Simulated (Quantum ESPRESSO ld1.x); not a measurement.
All-electron atom: Gd in [Xe] 4f7 5d1 6s1 5f1 (not the ground configuration).

Method: scalar-relativistic Kohn-Sham, LDA (Slater exchange, VWN5 correlation), spin-polarised, spherical densities, point nucleus; open shells are filled with parallel spins first; computed with ld1.x of Quantum ESPRESSO 7.5.

Energy parts (hartree):
| part | energy |
|---|---|
| total | -11263.743 |
| kinetic | 12093.032 |
| electron-nucleus | -27475.494 |
| Hartree | 4359.992 |
| exchange-correlation | -241.273 |

Orbitals (lengths in bohr, moments of r in powers of bohr):
orbital,occ.,eigenvalue (hartree),<r>
1s up,1,-1839.71,0.02192
1s down,1,-1839.71,0.02192
2s up,1,-303.908,0.09334
2s down,1,-303.903,0.09334
2p up,3,-270.574,0.08239
2p down,3,-270.570,0.08239
3s up,1,-67.4969,0.2448
3s down,1,-67.3965,0.2446
3p up,3,-57.1705,0.2433
3p down,3,-57.0708,0.2431
3d up,5,-43.4996,0.2214
3d down,5,-43.4213,0.2211
4s up,1,-13.7755,0.5532
4s down,1,-13.5533,0.5533
4p up,3,-10.3695,0.5856
4p down,3,-10.1496,0.5858
4d up,5,-5.65696,0.6362
4d down,5,-5.44116,0.6374
5s up,1,-2.04111,1.325
5s down,1,-1.91869,1.343
5p up,3,-1.20574,1.550
5p down,3,-1.10597,1.577
4f up,7,-0.55621,0.8529
4f down,0,-0.36311,0.8955
6s up,1,-0.29974,3.580
5d up,1,-0.27044,2.519
6s down,0,-0.24829,3.752
5d down,0,-0.20681,2.653
5f up,1,-0.01669,16.23
5f down,0,-0.01255,17.45

The highest occupied level is 5f up at -0.454 eV. The configuration is held as typed, so some empty levels lie below it. Summed over all electrons, <r^2> = 348.3 bohr^2, which gives a Langevin (diamagnetic) susceptibility term of -276 x 10^-6 cm^3/mol. Spin moment in Bohr magnetons: 10. The density falls to 0.001 e/bohr^3 at r = 4.56 bohr.
